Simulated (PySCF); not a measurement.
## Sc(OH)₂: fields on a plane

All numbers come from UPBE/[Sc def2-SVP, O def2-SVP, H def2-SVP], no relativity, density fitting, PySCF.

The doublet minimum has O–H 0.969 Å (×2), Sc–O 1.840 Å (×2); H–O–Sc 153.9° (×2), O–Sc–O 122.1°.

The plane holds Sc1 at (0.00, 0.00), O2 at (1.84, 0.00), O3 at (-0.98, 1.56), H4 at (2.71, 0.43), H5 at (-1.08, 2.52) Å. Columns run from x = -3.15 to 4.95 Å, rows from y = 4.95 (top) to -1.95 Å, in steps of 0.3 Å. Other isomers or separated fragments may lie lower.

Task: Give the spin density (e/Å³) (cut at ±0.5 e/Å³). Every second row and column.

Result: 
```
 0.00  0.00  0.00  0.00  0.00  0.00  0.00  0.00  0.00  0.00  0.00  0.00  0.00  0.00
 0.00  0.00  0.00  0.00  0.00  0.00  0.00  0.00  0.00  0.00  0.00  0.00  0.00  0.00
 0.00  0.00  0.00  0.00  0.00  0.00  0.00  0.00  0.00  0.00  0.00  0.00  0.00  0.00
 0.00  0.00  0.00  0.00  0.00  0.00  0.00  0.00  0.00  0.00  0.00  0.00  0.00  0.00
 0.00  0.00  0.00  0.00  0.00  0.00  0.00  0.00  0.00  0.00  0.00  0.00  0.00  0.00
 0.00  0.00  0.00  0.00  0.00  0.00  0.00  0.00  0.00  0.00  0.00  0.00  0.00  0.00
 0.00  0.00  0.00 -0.02 -0.01  0.00  0.00  0.00  0.00  0.00  0.00  0.00  0.00  0.00
 0.00  0.00  0.00  0.00  0.02  0.01  0.01  0.00  0.00  0.00  0.00  0.00  0.00  0.00
 0.00  0.00  0.00  0.00  0.08  0.26  0.09  0.01 -0.02  0.00  0.00  0.00  0.00  0.00
 0.00  0.00  0.01  0.01  0.00  0.06  0.20  0.01 -0.01 -0.01  0.00  0.00  0.00  0.00
 0.00  0.00  0.01  0.02  0.03  0.02  0.00  0.00  0.00  0.00  0.00  0.00  0.00  0.00
 0.00  0.00  0.01  0.02  0.03  0.02  0.01  0.00  0.00  0.00  0.00  0.00  0.00  0.00
```

Task: Give the electrostatic potential (V) (cut at 20 V). Every second row and column.

Result: 
```
 0.2  0.2  0.3  0.4  0.4  0.3  0.3  0.2  0.2  0.1  0.1  0.1  0.1  0.1
 0.2  0.3  0.5  0.7  0.7  0.5  0.3  0.2  0.2  0.2  0.1  0.1  0.1  0.1
 0.2  0.4  1.0  1.6  1.5  0.9  0.4  0.2  0.2  0.2  0.2  0.2  0.2  0.2
 0.1  0.5  1.7  5.4  4.8  1.4  0.4  0.2  0.1  0.2  0.2  0.3  0.2  0.2
-0.1  0.1  1.8 20.0 20.0  1.4  0.1  0.0  0.1  0.2  0.3  0.4  0.4  0.3
-0.4 -0.7  0.5 20.0 20.0  1.9 -0.1  0.0  0.0  0.3  0.7  0.7  0.6  0.4
-0.6 -1.2 -0.8 20.0 20.0  5.2  3.0  0.9 -0.2  0.9  2.3  1.7  0.9  0.5
-0.5 -1.0 -1.1  3.1 12.7 20.0 19.7  4.5  5.0  8.4 19.2  3.9  1.3  0.6
-0.3 -0.3  0.6  5.0 20.0 20.0 20.0 13.0 20.0 20.0 20.0  3.5  1.1  0.5
-0.1  0.2  1.4  5.4 20.0 20.0 20.0  9.4 20.0 14.9  1.3  0.8  0.5  0.3
 0.0  0.3  1.1  3.2  7.7 12.9  9.8  2.9 -0.7 -1.4 -0.9 -0.2  0.1  0.1
 0.0  0.2  0.5  1.3  2.6  3.5  2.9  0.9 -0.7 -1.1 -0.8 -0.3 -0.1  0.0
```

With open d or f shells other occupations or spin states may lie lower.
